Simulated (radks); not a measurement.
The numbers below are computed, except where a source is named.
How relativity changes the ionisation of neutral bromine ([Ar] 3d10 4s2 4p5) to Br+ ([Ar] 3d10 4s2 4p4). Spin-unpolarised spherical Kohn-Sham, PBE, point nucleus unless stated (finite: rms radius 4.1629 fm), a radial shooting solver on a logarithmic mesh with Libxc functionals. A level marked "c x" has the speed of light scaled by that factor and shares open shells by 2j + 1; other Dirac levels either fill j = l - 1/2 first or share by 2j + 1.

non-rel.: E(Br) (hartree) -2573.77645; E(Br+) (hartree) -2573.31409; IE (eV) 12.581; HOMO 4p; <r> HOMO (bohr) 2.111
scalar-rel.: E(Br) (hartree) -2606.41276; E(Br+) (hartree) -2605.95140; IE (eV) 12.554; HOMO 4p; <r> HOMO (bohr) 2.105
scalar-rel., finite nucleus: E(Br) (hartree) -2606.39225; E(Br+) (hartree) -2605.93089; IE (eV) 12.554; HOMO 4p; <r> HOMO (bohr) 2.105
Dirac, 2j+1 shares: E(Br) (hartree) -2606.59107; E(Br+) (hartree) -2606.12951; IE (eV) 12.560; HOMO 4p3/2; <r> HOMO (bohr) 2.122
Dirac, low j first: E(Br) (hartree) -2606.59714; E(Br+) (hartree) -2606.14345; IE (eV) 12.345; HOMO 4p3/2; <r> HOMO (bohr) 2.124
Dirac, 2j+1 shares, finite nucleus: E(Br) (hartree) -2606.57054; E(Br+) (hartree) -2606.10898; IE (eV) 12.560; HOMO 4p3/2; <r> HOMO (bohr) 2.122
Dirac, c x 0.85: E(Br) (hartree) -2619.77972; E(Br+) (hartree) -2619.31839; IE (eV) 12.553; HOMO 4p3/2; <r> HOMO (bohr) 2.127
Dirac, c x 1.5: E(Br) (hartree) -2588.09967; E(Br+) (hartree) -2587.63769; IE (eV) 12.571; HOMO 4p3/2; <r> HOMO (bohr) 2.116
Dirac, c x 100: E(Br) (hartree) -2573.77963; E(Br+) (hartree) -2573.31727; IE (eV) 12.581; HOMO 4p3/2; <r> HOMO (bohr) 2.111

NIST Atomic Spectra Database: 11.814 eV (measured). The relativistic part of the total energy of Br is -32.79 hartree (Dirac, 2j+1 shares, finite nucleus), 1.3 % of the non-relativistic value. Spin polarisation and multiplet splitting of open shells are left out at every level.

Beside tabulated values, note that spin-unpolarised runs miss the spin-polarisation part of the exchange energy of open shells.
